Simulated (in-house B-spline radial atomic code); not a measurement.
**Ti6+: [Ne] 3s2 3p3 7f1 (an excited or competing configuration)**

Method: Dirac-Hartree-Fock, average of configuration, Fermi nucleus of rms radius 3.5921 fm. Calculated with a B-spline radial code for spherical atoms.

Screening seen three ways: the hydrogenic charge with the same mean radius, Z_r = [3n² - l(l+1)]/(2<r>), the one with the same energy, Z_e = n√(-2ε), and Slater's rules. Values are occupation-weighted means over j.

| shell | electrons | ε (eV) | <r> (bohr) | Z_r | Z_e | Slater |
| --- | --- | --- | --- | --- | --- | --- |
| 1s | 2 | -5158.7 | 0.06952 | 21.58 | 19.47 | 21.70 |
| 2s | 2 | -723.76 | 0.3208 | 18.71 | 14.59 | 17.85 |
| 2p | 6 | -619.46 | 0.2875 | 17.39 | 13.50 | 17.85 |
| 3s | 2 | -188.97 | 0.9196 | 14.68 | 11.18 | 11.80 |
| 3p | 3 | -162 | 0.9446 | 13.23 | 10.35 | 11.80 |
| 7f | 1 | -13.908 | 9.391 | 7.19 | 7.08 | 7.00 |

The least bound orbital is 7f7/2 at -13.91 eV, and it is also the most diffuse (<r> = 9.391 bohr).

Spin-orbit splittings of the orbital energies (j = l + 1/2 above j = l - 1/2 when positive): 2p 5.944 eV, 3p 0.8887 eV, 7f 0.000523 eV.

For the 1s electron the small component carries 0.622 % of the norm, the zero-frequency Breit interaction raises the level by 4.885 eV, self-energy by 2.32 eV, and vacuum polarisation lowers it by 0.1803 eV.
